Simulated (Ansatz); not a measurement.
Species: HF₂GaO, SMILES `[OH][Ga]([F])[F]` (H–O–Ga–F torsion 0°) (charge 0, multiplicity 1).

Q: Give a relaxed geometry from B3LYP-D3(BJ)/def2-TZVP (Ansatz, a quantum-chemistry and plane-wave program).

A: One answer among several that fit: the end point of this relaxation, one of several conformers (outside a Z-matrix the atoms follow the SMILES, hydrogens last).
Z-matrix (Å, degrees):
```
Ga
F 1 1.7382
F 1 1.7479 2 117.16
O 1 1.7674 2 120.66 3 179.97
H 4 0.9641 1 112.99 2 -179.96
```
